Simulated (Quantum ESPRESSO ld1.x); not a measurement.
These are the eigenvalues of the occupied orbitals of an atom or ion with whole-number occupations (eV). Calculated with ld1.x of Quantum ESPRESSO 7.5: scalar-relativistic Kohn-Sham, LDA (Slater exchange, VWN5 correlation), spin-polarised, spherical densities, point nucleus.

orbital  eigenvalue
1s up      -4938.03
1s down    -4937.57
2s up      -617.284
2s down    -616.829
2p up      -525.949
2p down    -525.386
3s up      -135.661
3s down    -134.078
3p up      -111.041
3p down    -109.507

Which element is it, and in what charge state? The configuration may be excited. Open shells, if any, are filled with parallel spins first.

Answer. Z = 22, titanium, charge +5: Ti5+ in [Ne] 3s2 3p5. The list shows which subshells hold electrons but not how many an open one holds; the 1s level, -181.47 hartree, gives Z - s = 19.1 by -(Z - s)^2/2, which with screening and relativity narrows Z to a few neighbours, and the depths of the outer levels then fix element, charge and occupations together.
